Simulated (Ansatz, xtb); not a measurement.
# Relative energy of two isomers of C5H3BFN

Structure I: `N#CC1=CB(F)C=C1`, a singlet. Structure II: `N#CC1=CC=CB1F`, a singlet. Both are isolated molecules in the gas phase, relaxed with B3LYP/def2-SVP.

I (Å):

```xyz
11

C    -2.1739    0.5178    0.6888
C    -0.7980    0.5153    1.0772
C    -0.0632   -0.5666    1.4280
C     1.2817    1.5841    1.5211
C     0.0127    1.8049    1.1343
B     1.3757    0.0260    1.7543
F     2.4295   -0.6646    2.1423
N    -3.2908    0.5434    0.3689
H    -0.4518   -1.5849    1.4538
H     2.0308    2.3697    1.6279
H    -0.4454    2.7642    0.8779
```

II (Å):

```yaml
atoms:
  - { symbol: C, position_ang: [-2.0935, 0.4278, 0.2059] }
  - { symbol: C, position_ang: [-0.8383, 0.5627, 0.8542] }
  - { symbol: C, position_ang: [0.1996, -0.3085, 0.7786] }
  - { symbol: C, position_ang: [1.3806, 0.1427, 1.5901] }
  - { symbol: C, position_ang: [1.1616, 1.3148, 2.2210] }
  - { symbol: B, position_ang: [-0.3078, 1.7258, 1.8166] }
  - { symbol: F, position_ang: [-0.9780, 2.7951, 2.1814] }
  - { symbol: N, position_ang: [-3.1334, 0.3504, -0.3098] }
  - { symbol: H, position_ang: [0.2060, -1.2382, 0.2030] }
  - { symbol: H, position_ang: [2.2970, -0.4532, 1.6311] }
  - { symbol: H, position_ang: [1.8905, 1.8148, 2.8599] }
```

Energies in hartree; the thermal terms are from GFN2-xTB frequencies at re-optimised GFN2-xTB minima (ideal gas, soft modes damped towards free rotors, one conformer each, 298.15 K, 1 atm) and include the zero-point energy:

|  | I | II |
| --- | --- | --- |
| E, CCSD(T)/def2-SVP | −370.509413 | −370.511660 |
| zero-point energy | 0.068209 | 0.068225 |
| H(298 K) − E | 0.076245 | 0.076278 |
| G(298 K) − E | 0.036531 | 0.036526 |

Task: Work out ΔE, ΔE₀, ΔH and ΔG for I → II in kcal/mol (1 Eh = 627.51 kcal/mol) and the equilibrium ratio [II]/[I].

Result: 1. ΔE = −370.511660 − (−370.509413) = −0.002247 Eh = −1.41 kcal/mol.
2. ΔE₀ = ΔE + ΔZPE = −0.002247 + (+0.000016) Eh = −1.40 kcal/mol.
3. ΔH = ΔE + (+0.000033) Eh = −1.39 kcal/mol.
4. ΔG = ΔE + (−0.000005) Eh = −1.41 kcal/mol, so ΔS = (ΔH − ΔG)/T = +0.3 J/(mol K).
5. kT = 0.9442 mEh, so K = [II]/[I] = exp(−ΔG/kT) = exp(+2.39) ≈ 11.

Structure II is favoured at this temperature. An error of 1 kcal/mol in ΔG would change K by a factor of 5.4. Mirror images and further conformers aren't counted.

As drawn, both hold the same kinds of bond in the same numbers.

Other levels gave ΔE = −1.6 (GFN2-xTB); −2.0 (HF/STO-3G, GFN2-xTB geometries); −2.6 (r2SCAN-D4/def2-SVP, GFN2-xTB geometries); −2.4 (B3LYP/def2-SVP); −2.5 (HF/def2-SVP); −1.3 (MP2/def2-SVP) kcal/mol. The correlated steps freeze 8 core orbitals. Programs: Ansatz 0.2.0, xtb 6.7.1.
